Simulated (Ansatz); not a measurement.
`CC[Se]BF` + `C=C(N)[SiH3]` → `C=C(N)BF` + `CC[Se][SiH3]`  (redistribution)

Calculated with Ansatz (gas phase, PBE0-D4/def2-TZVP geometries, no zero-point term in ΔE). CCSD(T)/CBS adds triple-zeta CCSD(T) − MP2 to the extrapolated MP2 energy (def2 sets, frozen cores). DFT in def2-TZVPP. B3LYP here is the variant with VWN-RPA as its local correlation; programs differ in this. For Se outer-core shells are correlated without core-valence functions, which leaves a few kJ/mol of doubt a bond. Scalar relativity is left out up to krypton. Each species was taken in one conformer, which may not be the lowest.

| level | ΔE (kcal/mol) |
| --- | --- |
| PBE0-D4 | -4.4 |
| PBE | -3.8 |
| B3LYP | -4.7 |
| HF/def2-TZVPP | -6.6 |

Problem. What does CCSD(T)/CBS give? (Best estimate.)

Solution. Ansatz gave: -4.1 kcal/mol. The listed levels differ from it by -0.3, 0.3, -0.6, -2.5 kcal/mol.

Largest T1 diagnostic among the species: 0.013.

From PBE to PBE0 (25 % exact exchange), in def2-TZVPP and without D4, ΔE moves by −0.8 kcal/mol. In def2-TZVPP, CCSD(T) changes the Hartree–Fock value by +3.3 kcal/mol (the triples alone add +0.5 kcal/mol) and MP2 by +3.2 kcal/mol.
